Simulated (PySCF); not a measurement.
Gas-phase reaction: 2 CuBr + 2 H = Cu2 + 2 HBr, at 1000 K and a standard pressure of 1 bar. Level: ωB97M-V/def2-TZVP†.

Computed with PySCF and rigid-rotor harmonic-oscillator thermochemistry at 1 bar. † marks an energy on the PBE0/def2-TZVP geometry and frequencies. Open shells (unrestricted): H (multiplicity 2); the rest are closed-shell singlets. Br, Cu: all electrons, no relativistic terms. The harmonic model lacks anharmonicity and excited electronic states, which grow with temperature; levels with a mode under 35 cm⁻¹ are left out.

```tsv
species	E (Ha)	H(1000 K) − E (kJ/mol)	S°(1000 K) (J/mol/K)
CuBr	-4214.48791	37.5	293.4
H	-0.49412	20.8	139.9
Cu2	-3280.85841	37.5	287.4
HBr	-2574.60794	45.8	234.7
```
E: electronic energy; H − E holds the zero-point and thermal terms. 1 Ha = 2625.5 kJ/mol.

### Question
Work out ΔH°, ΔS°, ΔG° and log10 K from these numbers.

### Answer
1. ΔE = 1×(-3280.85841) + 2×(-2574.60794) − 2×(-4214.48791) − 2×(-0.49412) = -0.11023 Ha = -289.4 kJ.
2. Δ(H − E) = 1×(37.5) + 2×(45.8) − 2×(37.5) − 2×(20.8) = 12.5 kJ, so ΔH° = -276.9 kJ.
3. ΔS° = 1×(287.4) + 2×(234.7) − 2×(293.4) − 2×(139.9) = -109.8 J/K; the number of gas molecules changes by -1.
4. ΔG° = ΔH° − TΔS° = -276.9 − 1000×(-109.8)/1000 = -167.1 kJ.
5. log10 K = −ΔG°/(RT ln 10) = 8.73, with RT ln 10 = 19.14 kJ/mol; at standard pressures the products are favoured.
6. A shift of 10 kJ in ΔE would move log10 K by 0.52 here.
For scale, ΔH°(298 K) is -264 kJ at this level, -249 kJ at ωB97X-V/def2-TZVP†, and runs from -423 to -19 kJ over the 20 levels computed.
